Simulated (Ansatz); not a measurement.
BSiH$_{5}$Cl$_{2}$O, singlet: at the end structure of a reaction step.

The input file, in.yaml:

```yaml
crystal:
  periodic: [false, false, false]
  atoms:
    - {symbol: B, position_ang: [-1.358379, -0.275417, -0.280933]}
    - {symbol: H, position_ang: [0.488646, 1.602337, -2.034329]}
    - {symbol: Cl, position_ang: [-0.921377, -1.508238, -1.465688]}
    - {symbol: Cl, position_ang: [-2.890355, 0.553158, -0.452813]}
    - {symbol: H, position_ang: [0.132585, 2.130151, -1.644159]}
    - {symbol: O, position_ang: [-0.548261, 0.024476, 0.733009]}
    - {symbol: Si, position_ang: [0.960932, -0.525872, 1.182157]}
    - {symbol: H, position_ang: [1.329194, 0.252243, 2.384325]}
    - {symbol: H, position_ang: [0.883844, -1.971672, 1.495673]}
    - {symbol: H, position_ang: [1.923170, -0.281067, 0.082758]}
basis:
  gaussian: {orbitals: def2-TZVPP}
hamiltonian: {xc: {name: wB97M-V}}
```

Launched with

```bash
ansatz run in.yaml --threads 8 --pin off --events-out ev --progress --plain --max-ram 19148MiB
```

The run's output (Ansatz 0.2.0):

```
Functional definition: wB97M-V
  name "wB97M-V"
  cite "Mardirossian & Head-Gordon, J. Chem. Phys. 144, 214110 (2016) doi:10.1063/1.4952647"
  cite "Becke, J. Chem. Phys. 107, 8554 (1997) doi:10.1063/1.475007"
  cite "Vydrov & Van Voorhis, J. Chem. Phys. 133, 244103 (2010) doi:10.1063/1.3521275"
  # Of w^i u^j: cxij and so on, Table III.
  parameter omega = 0.3/bohr
  parameter cx = 0.15
  parameter cx01 = 1.007
  parameter cx10 = 0.259
  parameter css00 = 0.443
  parameter css04 = -1.437
  parameter css10 = -4.535
  parameter css20 = -3.390
  parameter css43 = 4.278
  parameter cos00 = 1.000
  parameter cos10 = 1.358
  parameter cos20 = 2.924
  parameter cos21 = -8.812
  parameter cos60 = -1.390
  parameter cos61 = 9.142
  parameter b = 6.0
  parameter c = 0.01
  gx(w, u) = 1 - cx + cx01*u + cx10*w
  gss(w, u) = css00 + css04*u^4 + css10*w + css20*w^2 + css43*w^4*u^3
  gos(w, u) = cos00 + cos10*w + (cos20 + cos21*u)*w^2 + (cos60 + cos61*u)*w^6
  exchange = spin_sum(e_x_unif_sr(omega)*gx(b97_w, b97_u_x)) + cx*exact_x_sr(omega) + exact_x_lr(omega)
  correlation = spin_sum(e_c_pw_mod_same_spin*gss(b97_w, b97_u_same))
      + integral(e_c_pw_mod_opposite_spin*gos(b97_w_opposite, b97_u_opposite)) + vv10(b, c)
1526 factors; their error is unknown
311 factors; integrals over basis functions are off by at most 1.7e-5 eV
mean field evaluation 1: about -35727.2592 eV, gradient 4.7e1 eV
mean field evaluation 2: about -35726.1649 eV, gradient 5.5e1 eV
mean field evaluation 4: about -35730.8949 eV, gradient 1.7e0 eV
mean field evaluation 8: about -35730.9088 eV, gradient 1.1e-1 eV
mean field evaluation 16: about -35730.9462 eV, gradient 7.7e-5 eV
mean field -35730.94615666 eV, -1313.0880519521 hartree, gradient 1.5e-5 eV, S^2 0.000000; 0 other end points of the search recorded, 0 dependent functions left out
reference -35730.94621246 eV, -1313.0880540028 hartree; 33, 33 occupied and 225, 225 virtual orbitals, 1526 factors
Total energy: -35730.94621246 eV, -1313.0880540028 hartree
```

Time: 4.5 s of wall clock on 8 CPU threads of an Intel Xeon Platinum 8259CL; the host was shared. Peak host memory: 0.79 GiB.
